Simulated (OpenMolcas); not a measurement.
Ag: terms and fine structure

```yaml
Program: OpenMolcas
Method: RASSCF
Basis: ANO-RCC-VTZP [7s6p4d2f1g]
Scalar_Hamiltonian: DKH2, point nucleus
Active_space: 11 electrons in 9 orbitals (RAS2 4d 5s; RAS3 5p, at most 2 electrons)
State_averaging: 2S+1 = 2 even, 6 roots; 2S+1 = 2 odd, 3 roots
Spin-orbit_coupling: RASSI with atomic mean-field integrals over the reference wave functions, term energies averaged over their components
```

With spin-orbit coupling, above the lowest level:

| Configuration | Term | J | E (eV) | Measured (eV) | Term weight % |
| --- | --- | --- | --- | --- | --- |
| 4d¹⁰ 5s | ²S | 1/2 | 0.0000 | 0.0000 | 100 |
| 4d⁹ 5s² | ²D | 5/2 | 1.9249 | 3.7496 | 100 |
| 4d⁹ 5s² | ²D | 3/2 | 2.4527 | 4.3040 | 100 |
| 4d¹⁰ 5p | ²P° | 1/2 | 2.6504 | 3.6640 | 100 |
| 4d¹⁰ 5p | ²P° | 3/2 | 2.8149 | 3.7781 | 100 |

Against the 4 measured excited levels shown (NIST Handbook of Basic Atomic Spectroscopic Data) the mean absolute deviation is 11000 cm-1; the largest miss in energy is 4d⁹ 5s² ²D_3/2: computed 2.4527, measured 4.3040 eV (-43.0 %).

Without dynamic correlation excited terms often stand tens of per cent too high (terms of higher spin than the ground term too low), and those without a measured partner can miss by more than the paired ones. A single d shell beside an s shell can misplace configurations of different d count against each other. Computed and measured levels are paired by configuration, term and J; levels that our copy of the source lacks, or whose pairing is in doubt (as where it misses far off the trend of its configuration), stay unpaired and out of the deviations. Only configurations of the active space appear. The first state left out of the spin-orbit step lies near 34000 cm-1 above the lowest spin-free state of the reference (among the parities and spins computed), and the list stops at four fifths of that energy or lower.

The term weight is that of the spin-free term in the level, not the purity of its configuration. ° marks odd parity.
